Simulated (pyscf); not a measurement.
`[GeH3][BiH2]` → `[BiH3]` + `[GeH2]` [singlet], a 1,1-elimination (singlet surface; Bi–Ge, Ge–H broken, Bi–H formed). Optimised with ωB97X-D3(BJ)/def2-SVP in PySCF. Correlated levels are frozen-core, on RHF or UHF. ΔMP2 is the change of the MP2 total energy from the triple- to the quadruple-zeta basis. Energies in eV from the reactant's lowest minimum found.

Small-basis levels: PySCF, no dispersion term, spherical d functions. 

Task: Quick MP2/6-31G*+LANL2DZ single points give ΔE‡ = 2.22 eV and ΔE = +2.06 eV. What does CCSD(T)/def2-TZVPP + ΔMP2(QZVPP) give, and how far is the quick result from it?

Result: CCSD(T)/def2-TZVPP + ΔMP2(QZVPP) gives ΔE‡ = 1.84 eV and ΔE = +2.36 eV. MP2/6-31G*+LANL2DZ lies 0.38 eV over it in the barrier and 0.30 eV under it in the reaction energy, so on this step it does not hold to within 0.13 eV. CCSD(T)/def2-TZVPP + ΔMP2(QZVPP) has limits of its own. On the product side the descent ends in an adduct with a Bi–Ge, Ge–H contact, 0.73 eV under the separated species and 0.02 eV under the saddle at ωB97X-D3(BJ)/def2-TZVP. At CCSD(T) the saddle lies under the separated products, which points to a path from their complex (located at ωB97X-D3(BJ) alone), and parting the products costs more than the saddle. What is counted as broken (Bi–Ge, Ge–H) persists as a longer contact in the product adduct; parting that adduct is a step of its own. At ωB97X-D3(BJ)/def2-TZVP the barrier from the zero used here is 1.96 eV. This is the saddle that the search found; another between the same sides may lie lower. The CCSD(T) − MP2 part came from Ansatz, without density fitting, on the same reference. The frozen core leaves the outer d or s,p core shells of the metals and heavy elements correlated in the MP2 and CC values, and def2-TZVPP describes them poorly, which can shift differences by a few kcal/mol. In the def2 sets elements up to Kr have no core potential. In the def2 sets elements past Kr carry core potentials, without spin-orbit coupling.
